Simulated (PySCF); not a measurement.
C6H6F2.
InChI=1S/C6H6F2/c1-6(8)4-2-3-5-7/h2-5H,1H2/b4-2+,5-3-

Torsions of this conformer, `[CH2:1]=[C:2]([F:3])/[CH:4]=[CH:5]/[CH:6]=[CH:7]\[F:8]`: C1–C2–C4–C5 180°, C4–C5–C6–C7 180°.

The closed-shell ground state was solved at several levels (PySCF, density fitting, gas phase, non-relativistic). Isolated species at its GFN2-xTB geometry (one conformer only).

| level | basis functions | HOMO (eV) | LUMO (eV) | gap (eV) | dipole (D) |
| --- | --- | --- | --- | --- | --- |
| PBE0/pcSseg-1 | 166 | -6.46 | -1.65 | 4.81 | 2.74 |
| B3LYP/pcJ-1 | 276 | -6.25 | -1.80 | 4.45 | 2.75 |

Problem. What might CAM-B3LYP/def2-SVPD (214 basis functions) give for the same quantities?

Solution. HOMO -7.69 eV, LUMO -0.70 eV, gap 6.99 eV, dipole 2.84 D.

Problem. Over all these levels, which gives the widest orbital gap and which the narrowest?

Solution. CAM-B3LYP/def2-SVPD (range-separated hybrid) has the widest, 6.99 eV, and B3LYP/pcJ-1 (global hybrid, 20 % exact exchange) the narrowest, 4.45 eV. Functional and basis both differ between the two, so the spread mixes both effects.

Problem. How far do the dipole and the HOMO energy spread over the levels?

Solution. The dipole runs from 2.74 to 2.84 D (mean 2.78 D) and the HOMO from -7.69 to -6.25 eV.
